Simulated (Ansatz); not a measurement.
Input:

```yaml
crystal:
  periodic: [false, false, false]
  atoms:
    - { symbol: O, position_ang: [1.107522, -1.081844, 0.799799] }
    - { symbol: B, position_ang: [-0.406687, -1.033172, 0.594853] }
    - { symbol: Si, position_ang: [-0.68955, 0.514493, -0.708966] }
    - { symbol: F, position_ang: [-1.13032, 0.118504, -2.212761] }
    - { symbol: F, position_ang: [0.801816, 1.192491, -0.847094] }
    - { symbol: Cl, position_ang: [-1.96084, 1.982954, -0.03715] }
    - { symbol: H, position_ang: [1.706338, -0.298724, 0.659267] }
    - { symbol: H, position_ang: [0.66382, -1.451702, 1.696151] }
basis:
  gaussian: { orbitals: def2-SVP }
hamiltonian:
  xc: b3lyp
  dispersion: d4
phonons: {}
```

Command:

```bash
$ ansatz run input.yaml --threads 2 --pin off --max-ram 3072MiB --backend cpu --events-out ev --progress --plain --runs-dir out
```

Hardware: 2 threads of Arm Neoverse V1, with other jobs on the host.

Q: Roughly how long does this run take, and how much memory?

A: 77 s, with a peak of 0.22 GiB, for 0 ionic steps.
